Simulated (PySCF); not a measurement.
C₆H₁₀FN.
Z-matrix (Å and degrees, GFN2-xTB geometry), rows numbered from 1:
```
C 
C   1  1.4954
N   2  1.2587  1  118.67
C   3  1.4326  2  122.48  1  -178.98
C   4  1.5336  3  116.93  2     3.54
F   5  1.3873  4  109.46  3    87.62
C   5  1.5233  4  111.10  3   -32.46
C   2  1.5090  1  116.32  3  -179.63
H   1  1.0856  2  110.00  3     4.61
H   1  1.0892  2  109.98  3  -115.84
H   1  1.0886  2  109.88  3   125.42
H   4  1.0949  3  106.84  2   125.83
H   4  1.0950  3  107.02  2  -119.55
H   5  1.0971  4  110.47  3  -156.90
H   7  1.0915  5  109.92  4   176.73
H   7  1.0916  5  108.34  4   -64.59
H   8  1.0942  2  108.06  1    84.32
H   8  1.0909  2  110.24  1   -33.42
```

The calculation used PySCF 2.14.0, density-fitted response routines, TDDFT B3LYP/def2-SVPD, vertical, gas phase, core orbitals frozen in the response.

Kohn–Sham orbitals with the atoms that hold most of them (Löwdin shares over 4%, at most four atoms; ? is withheld):

```tsv
orbital	ε (eV)	atoms
HOMO-3	-9.69	F6 37%, C5 14%, C4 11%, H14 7%
HOMO-2	-9.00	F6 22%, C7 20%, C5 19%, C8 9%
HOMO-1	-7.83	N3 37%, C2 23%, C4 10%, C1 6%
HOMO	-6.57	?
LUMO	?	?
LUMO+1	0.30	C7 10%, H18 10%, C1 9%, C8 9%
LUMO+2	0.80	C1 15%, H14 11%, H11 9%, C5 7%
```

(1) Which atoms hold the HOMO, and with what shares?

(2) Which atoms hold the LUMO, and with what shares?

(3) What is the LUMO energy, and the HOMO–LUMO gap?

## Answers

(1) N3 (bonded to 2 C) 53%; C2 (bonded to 2 C and N) 10%; C4 (bonded to C, N and 2 H) 10%; C8 (bonded to 2 C and 2 H) 7%. By element: nitrogen 53%, carbon 27% or more.

(2) C2 (bonded to 2 C and N) 30%; N3 (bonded to 2 C) 29%; C8 (bonded to 2 C and 2 H) 7%; C1 (bonded to C and 3 H) 6%. By element: carbon 42% or more, nitrogen 29%.

(3) ε(LUMO) = -0.06 eV; the gap is 6.51 eV (0.2392 hartree).

Q: How does S1 compare with the orbital gap of 6.51 eV?

A: S1 is at 5.04 eV (f = 0.0026), 1.47 eV below the gap, made of HOMO→LUMO (95%). 

Q: One configuration dominates each of S1, S2 and S5. Which, and how do the shares of the two leading atoms of either orbital change from the occupied to the empty one?

A: 
- S1 (5.04 eV, f 0.0026), HOMO→LUMO (95%): N3 53% → 29%, C2 10% → 30%
- S2 (5.99 eV, f 0.012), HOMO→LUMO+1 (95%): N3 53% → at most 9%, C2 10% → at most 9%, C7 at most 7% → 10%, H18 at most 7% → 10%
- S5 (7.21 eV, f 0.021), HOMO-1→LUMO+1 (71%): N3 37% → at most 9%, C2 23% → at most 9%, C7 at most 6% → 10%, H18 at most 6% → 10%

Löwdin shares depend on the basis, the more so with diffuse functions.

One conformer stands for the species.
